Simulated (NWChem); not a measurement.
System: ZnGeH4O; SMILES [OH][Zn][GeH3]

Here is an NWChem input.

```
start job
memory heap 200 mb stack 900 mb global 1100 mb
geometry units angstroms
  Zn    -0.308871    -0.908706     0.000353
  O     -0.581443    -2.667197    -0.000898
  H      0.198707    -3.229358     0.004594
  Ge    -0.126788     1.456988     0.002198
  H     -1.358206     2.129346    -0.640616
  H      0.004021     2.026525     1.430665
  H      1.110126     1.937550    -0.786547
end
basis spherical
  * library 3-21g
end
dft
  xc hfexch
  iterations 150
end
driver
  maxiter 120
end
task dft optimize
task dft freq
```

The level has its own optimisation; frequencies are unscaled.

Problem. What results follow from this input? (Hartree-Fock/3-21G.) Quantities: r O–Zn (Å); r Ge–Zn (Å); r H–O (Å); r Ge–H (Å); highest harmonic frequency (cm⁻¹); lowest (cm⁻¹); zero-point energy (kcal/mol); dipole (D).

Solution. The r O–Zn (Å) comes out as 1.697, the r Ge–Zn (Å) is 2.452 and the r H–O (Å) is 0.949. The r Ge–H (Å) comes out as 1.546. The highest harmonic frequency (cm⁻¹) is 4103. The lowest (cm⁻¹) comes out as 3, the zero-point energy (kcal/mol) comes out as 22.0 and the dipole (D) is 1.58.
